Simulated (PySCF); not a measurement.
**Gold: a sound run and one with changed settings**

Sound run: Au [Xe] 4f14 5d10 6s1, Au⁺ [Xe] 4f14 5d10. Computed with PySCF 2.14 in aug-cc-pVDZ-PP with ECP60MDF (5s5p4d2f, 54 functions), with a scalar-relativistic core potential. The sound run starts from symmetry-adapted Hartree-Fock orbitals and uses a fine grid where one is needed.

Changed run: 6 angular points. This setting is unsound on purpose.

| species | method | sound run (hartree) | changed run (hartree) | converged |
| --- | --- | --- | --- | --- |
| Au | UHF | -134.78071 | -134.78071 | yes |
| Au | BP86 | -135.83621 | -140.01144 | yes |
| Au | r2SCAN | -135.74688 | -141.15485 | yes |
| Au⁺ | UHF | -134.49846 | -134.49846 | yes |
| Au⁺ | BP86 | -135.47983 | -139.51233 | yes |
| Au⁺ | r2SCAN | -135.39854 | -140.62828 | yes |

Ionisation energy of Au:

```tsv
method	sound run (eV)	changed run (eV)
UHF	7.680	7.680
```

A coarse angular grid integrates products of high-l functions wrongly, so density functionals can shift, and the SCF can exploit the error; Hartree-Fock and MP2 need no grid.

For comparison, NIST gives 9.226 eV between the lowest levels.
